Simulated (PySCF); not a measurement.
Species: `CCC[C@]1(F)[SiH2][Si@H](F)[SiH2]1`. The columns A, B, C and D hold Mulliken, IAO, Hirshfeld and ESP-fitted charges (e) of one PBE0/pcSseg-1 density (PySCF), in a shuffled order. Coordinates in Å (GFN2-xTB); the density's dipole moment is (-1.04, 0.19, -0.02) D.

```
atom       x       y       z       A       B       C       D
  C1  -3.251   0.021   0.271  -0.115  -0.416  -0.463  -0.253
  C2  -1.844  -0.560   0.318  -0.068  -0.245  +0.271  -0.289
  C3  -0.841   0.313  -0.433  -0.084  -0.258  -0.093  -0.153
  C4   0.578  -0.220  -0.369  -0.056  -0.165  -0.067  -0.426
  F5   0.580  -1.495  -1.009  -0.121  -0.343  -0.228  -0.347
 Si6   1.377  -0.541   1.397  +0.226  +0.380  +0.167  +0.314
 Si7   3.389   0.112   0.400  +0.276  +0.688  +0.376  +0.553
  F8   4.150   1.332   1.168  -0.219  -0.541  -0.294  -0.428
 Si9   1.963   0.809  -1.315  +0.227  +0.390  +0.163  +0.362
 H10  -3.270   1.008   0.729  +0.038  +0.135  +0.106  +0.106
 H11  -3.947  -0.620   0.807  +0.043  +0.144  +0.111  +0.118
 H12  -3.592   0.113  -0.757  +0.040  +0.138  +0.106  +0.110
 H13  -1.522  -0.657   1.359  +0.032  +0.123  -0.024  +0.130
 H14  -1.843  -1.559  -0.122  +0.035  +0.143  -0.011  +0.132
 H15  -1.152   0.391  -1.480  +0.038  +0.136  +0.070  +0.129
 H16  -0.836   1.320  -0.009  +0.040  +0.135  +0.042  +0.120
 H17   0.775   0.371   2.381  -0.065  -0.090  -0.037  -0.029
 H18   1.111  -1.909   1.846  -0.065  -0.079  -0.052  -0.019
 H19   4.534  -0.774   0.194  -0.070  -0.104  -0.063  -0.063
 H20   1.554   2.219  -1.370  -0.065  -0.090  -0.046  -0.040
 H21   2.079   0.343  -2.698  -0.066  -0.081  -0.035  -0.029
```

Task: Which column most likely holds the ESP-fitted charges?

Result: C. Σ q r misses the density's dipole by 0.04 D (C), 0.77 D (B), 0.79 D (A), 1.58 D (D). Charges fitted to the outside potential are the only set here that is tied to the molecule's multipoles.

Task: And the Hirshfeld charges?

Result: A. The mean sizes are 0.095 e (A), 0.135 e (C), 0.198 e (D), 0.230 e (B), and Hirshfeld charges are commonly the smallest of these schemes.

As computed, A = Hirshfeld, B = IAO, C = ESP-fitted, D = Mulliken. Hydrogens on carbon: Hirshfeld +0.03 to +0.04, IAO +0.12 to +0.14, ESP-fitted -0.02 to +0.11, Mulliken +0.11 to +0.13 e.

The Mulliken scheme gives each basis function's population to the atom it is centred on and halves the overlap population of two atoms between them. The IAO scheme counts the electrons in orthogonalised intrinsic atomic orbitals, a minimal basis polarised so that it spans the occupied orbitals exactly.

Isolated species at its GFN2-xTB geometry (one conformer only).

The run behind these numbers computed NMR shieldings as well. Hardware: an Arm Neoverse V1 with one thread, shared host with 32 logical CPUs at a one-minute load of 30. Cost: 60 s, 1.1 GiB resident at most.

The values belong to the conformer `[CH3:1][CH2:2][CH2:3][C@:4]1([F:5])[SiH2:6][Si@H:7]([F:8])[SiH2:9]1`: C1–C2–C3–C4 178°, C2–C3–C4–F5 62°.
